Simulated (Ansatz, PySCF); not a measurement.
Complex: H2O (SMILES O) (first 3 atoms) with AsH3 (SMILES [AsH3]); geometry from B3LYP-D3(BJ)/def2-TZVP, rigid monomers moved along the line of their centres of mass till H3···As4 is 3.10 Å.
(charge 0, multiplicity 1):
```xyz
7

O     -0.04880     0.63244    -0.59994
H     -0.91007     0.30572    -0.87873
H     -0.00101     0.43945     0.34583
As     0.26862    -0.57358     3.26372
H     -0.16111     0.11631     4.54979
H      1.68290    -0.81705     3.76704
H     -0.22176    -1.93544     3.73323
```

Monomers are frozen at their geometry in the pair; levels with a basis set take the counterpoise correction.

Cores are frozen in the correlated methods. Filled d and f shells under p-block atoms count as core. CBS(a, b) extrapolates the correlation energy as X⁻³ and adds the Hartree–Fock energy of set b.

Codes used: Ansatz (a program for electronic structure); PySCF for the dispersion terms. Values without a source in brackets are computed.

PBE/def2-TZVPPD gives -7.4 kJ/mol for the interaction energy.

### Question
How do the other levels lie against it? Give each less PBE: PBE-D3(BJ)/def2-TZVPPD, r2SCAN/def2-TZVPPD, PBE0/def2-TZVPPD, wB97M-V/def2-TZVPPD, MP2/CBS(aug-cc-pVDZ, aug-cc-pVTZ), CCSD(T)/CBS(aug-cc-pVDZ, aug-cc-pVTZ).

### Answer
PBE-D3(BJ)/def2-TZVPPD -1.7; r2SCAN/def2-TZVPPD 0.7; PBE0/def2-TZVPPD 0.3; wB97M-V/def2-TZVPPD 0.1; MP2/CBS(aug-cc-pVDZ, aug-cc-pVTZ) -0.2; CCSD(T)/CBS(aug-cc-pVDZ, aug-cc-pVTZ) -0.2 kJ/mol. 3 of 6 lie above PBE; the widest gap is to PBE-D3(BJ)/def2-TZVPPD.
